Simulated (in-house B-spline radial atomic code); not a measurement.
Radial electron density of the arsenic ion As⁵⁺, [Ar] (3d3/2)4 (3d5/2)5 (5g7/2)1. Method: Dirac-Hartree-Fock, average of the jj configuration, Fermi nucleus of rms radius 4.0968 fm. Calculated with an all-electron radial atomic-structure program (B-spline basis).

Columns: r (bohr), 4πr²n(r) (electrons per bohr), bar.

```
 0.00179    1.062 #
 0.00222    1.567 #
 0.00276    2.308 ##
 0.00343    3.367 ###
 0.00426    4.855 ####
 0.00529    6.907 ######
 0.00657    9.669 #########
 0.00816    13.26 ############
  0.0101    17.67 ################
  0.0126    23.04 #####################
  0.0156    28.67 ###########################
  0.0194    34.21 ################################
  0.0241    38.57 ####################################
  0.0299    40.75 ######################################
  0.0372    40.16 #####################################
  0.0462    37.28 ###################################
  0.0573    34.05 ################################
  0.0712    33.22 ###############################
  0.0884    36.62 ##################################
    0.11    43.02 ########################################
   0.136    47.47 ############################################
   0.169    45.34 ##########################################
    0.21    36.36 ##################################
   0.261    26.96 #########################
   0.324    24.24 ######################
   0.403    27.86 ##########################
     0.5    30.36 ############################
   0.622    26.11 ########################
   0.772    16.96 ################
   0.959    8.196 ########
    1.19    2.925 ###
    1.48   0.7407 #
    1.84   0.1467 
    2.28  0.08052 
    2.83   0.1565 
    3.52   0.2628 
    4.37   0.2966 
    5.42   0.2053 
    6.74  0.07629 
    8.37  0.01329 
    10.4 0.0008914 
    12.9 1.903e-05 
      16 9.589e-08
```

On this grid the curve has 4 maxima, near 0.0299, 0.136, 0.5, 4.37 bohr.

The 3d5/2 radial function P(r) = rR(r), positive near the nucleus, with its small component Q(r) (sign convention: Q ≈ (P' + κP/r)/2c):

```
r (bohr)         P           Q
  0.0156  0.001727  -6.702e-05
  0.0241  0.005801  -0.0002209
  0.0372   0.01858  -0.0006891
  0.0573   0.05537   -0.001982
  0.0884    0.1505   -0.005135
   0.136    0.3557    -0.01135
    0.21    0.7046    -0.02054
   0.324     1.094    -0.02851
     0.5     1.246    -0.02826
   0.772    0.9717    -0.01868
    1.19    0.4712   -0.007747
    1.84    0.1118   -0.001641
    2.83  0.008906  -0.0001217
```
